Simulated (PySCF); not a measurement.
All values below come from PySCF with PBE-D3(BJ)/def2-TZVP. Gas-phase values, no solvent. One relaxed conformer stands for a flexible species; it need not be the lowest. Excitations are Tamm–Dancoff values on a coarser integration grid. The basis has no diffuse functions, so Rydberg states are missing or too high.

Reference species (SMILES): `SC=C1SCS1` (H–S–C–C torsion 99°) (neutral, multiplicity 1).

The LUMO is -2.26 eV and the S1 excitation (TDA) is 3.06 eV.

Changed species: `SC1=CS[C@@H]1S` (H–S–C–C torsion -7°, S–C–S–H torsion -61°).

Task: Give the shifts of the LUMO and S1 excitation (TDA).

Result: the LUMO goes up by 0.52 eV, to -1.74 eV; the S1 excitation (TDA) rises by 0.15 eV, to 3.21 eV.
